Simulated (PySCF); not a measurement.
A calculated (PW91, PySCF 2.14, x2c-TZVPPall, scalar relativity by spin-free X2C-1e) atom or ion has these occupied shells.

```tsv
shell	electrons	orbital energy (eV)	rms radius, mean of both spins (bohr)
1s α	1	-5899.8	0.0734
1s β	1	-5899.8	0.0734
2s α	1	-688.95	0.318
2s β	1	-687.47	0.318
2p α	3	-582.61	0.288
2p β	3	-581.47	0.288
3s α	1	-96.507	0.964
3s β	1	-92.458	0.964
3p α	3	-67.858	1.04
3p β	3	-63.860	1.04
3d α	4	-24.222	1.37
```

Task: Name the element and its charge.

Result: Cr²⁺ (chromium, charge +2), in [Ar] 3d4, high-spin 5D determinant.
